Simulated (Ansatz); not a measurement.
Li4S2⁺. Charge 1, multiplicity 2. Geometry PBE-D4/def2-TZVP, basis def2-TZVP, Ansatz.

| atom | x (Å) | y (Å) | z (Å) |
| --- | --- | --- | --- |
| Li1 | -1.732 | 1.509 | -3.282 |
| Li2 | 1.711 | -1.529 | 3.283 |
| Li3 | -0.656 | 0.935 | 0.775 |
| Li4 | 0.672 | -0.921 | -0.777 |
| S5 | -0.780 | 0.691 | -1.493 |
| S6 | 0.785 | -0.686 | 1.493 |

| run | HOMO (eV) | LUMO (eV) |
| --- | --- | --- |
| A | -10.33 | -6.04 |
| B | -8.72 | -8.31 |
| C | -8.49 | -7.76 |
| D | -10.25 | -5.92 |
| E | -9.11 | -6.67 |

HSE06 is defined as in plane-wave codes, on full-range PBE exchange. The structure comes from a short search, and lower isomers may exist.

HOMO and LUMO are taken over both spins.

Problem. The runs used BHLYP, HSE06, LDA (SPW92), ωB97M-V, ωB97X-V. Estimate which is which.

Solution. A ωB97M-V (range-separated); B LDA (SPW92) (0 % exact exchange); C HSE06 (range-separated); D ωB97X-V (range-separated); E BHLYP (50 % exact exchange). Exact exchange lowers occupied and raises empty levels; among semilocal functionals meta-GGAs tend to open the gap a little, and such runs are hard to tell apart. The gap grows from 0.41 eV (LDA (SPW92)) to 4.33 eV (ωB97X-V).
